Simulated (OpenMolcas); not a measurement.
Ionisation energies of antimony

```
Program             : OpenMolcas
Basis               : ANO-RCC-VDZP [6s5p3d1f]
Scalar Hamiltonian  : DKH2, point nucleus
Spin-orbit coupling : RASSI with atomic mean-field integrals over the reference wave functions, term energies averaged over their components
```

Active shells in each charge state: the valence s, p shells, with orbitals averaged over the low states. Where CASPT2's correlated closed shells are named, they are those of the first ion.

A. CASSCF
B. SS-CASPT2, IPEA 0.25 Eh, imaginary shift 0.1 Eh (closed shells correlated: 4d)
C. SS-CASPT2, IPEA 0.25 Eh, imaginary shift 0.1 Eh (closed shells correlated: none)
D. SS-CASPT2, IPEA 0 Eh, imaginary shift 0.1 Eh (closed shells correlated: 4d)
E. SS-CASPT2, IPEA 0.25 Eh, imaginary shift 0.1 Eh (closed shells correlated: 4s 4p 4d)

Energies in eV between the lowest computed levels, named as in B; reference values from the NIST Atomic Spectra Database with their kind.

```tsv
From	To	A	B	C	D	E	Spin-orbit share in B	Reference
Sb+ 5s2 5p2 3P0	Sb2+ 5s2 5p 2P* 1/2	15.850	16.458	16.205	16.530	16.473	+0.032	16.626 (measured)
Sb2+ 5s2 5p 2P* 1/2	Sb3+ 5s2 1S0	24.281	25.017	24.703	25.097	25.045	+0.529	25.323 (measured)
Sb3+ 5s2 1S0	Sb4+ 5s 2S 1/2	42.424	43.062	42.458	43.066	43.139	+0.000	43.804 (measured)
Sb4+ 5s 2S 1/2	Sb5+ 4d10 1S0	53.308	54.312	53.308	54.345	54.408	+0.000	55.000 (semi-empirical)
```

Steps that some method lacks are left out, and so are those with a state whose active s or d shell is doubly occupied in every root (s and p with five to eight electrons, d10) over a frozen core shell of the same l, since the two then mix freely.

Error against the reference values, in %:

```tsv
From	Reference	A	B	C	D	E
Sb+	measured	-4.7	-1.0	-2.5	-0.6	-0.9
Sb2+	measured	-4.1	-1.2	-2.4	-0.9	-1.1
Sb3+	measured	-3.2	-1.7	-3.1	-1.7	-1.5
Sb4+	semi-empirical	-3.1	-1.3	-3.1	-1.2	-1.1
```

Mean absolute error over the 3 measured values: A 1.07 eV, B 0.41 eV, C 0.80 eV, D 0.35 eV, E 0.37 eV.

* marks odd parity.
